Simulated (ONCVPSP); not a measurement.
Transferability test, ONCV potential for Ta

Ta (Z = 73), optimised norm-conserving Vanderbilt (ONCV), made with ONCVPSP 4.0.1 (PBE, scalar-relativistic). Core [Xe] 4f14, reference 5d3 6s1 (charge +1). Waves: 6s: rc 2.95 bohr, ncon 4, nbas 7, qcut 2.5 1/bohr, 2 projectors, debl 3.4 Ha; p scattering state at 0.39 Ha: rc 3.25 bohr, ncon 4, nbas 9, qcut 2 1/bohr, 3 projectors, debl 1.2 Ha; 5d: rc 1.85 bohr, ncon 3, nbas 6, qcut 5.6 1/bohr, 2 projectors, debl 3.4 Ha. Local part: polynomial inside 1.65 bohr (lpopt 3, dvloc0 0 Ha). Core correction: polynomial model core, fcfact 0.75.

In the p channel the program set the typed energies aside and used 0.050, 1.250, 2.450 Ha.

Energies are relative to the spin-unpolarised reference configuration 5d3 6s1; without spin polarisation the order of configurations can differ from experiment. Not all tests gave a result: 1 of 4 tests not solved or not reliable.

```csv
valence configuration,charge,ΔE all-electron (eV),error AE − PS (meV)
5d3 6s2,0,-8.468,-3.8
5d3 6s0,+2,14.972,-18
5d4 6s1,0,-6.374,-24
```

Levels in the configuration 5d3 6s0:

| level | all-electron (eV) | pseudo (eV) |
| --- | --- | --- |
| 5d | -18.312 | -18.317 |

Note: no bound ghost flagged; GHOST(+) flagged for s at 30.7 eV, p at 79.2 eV.
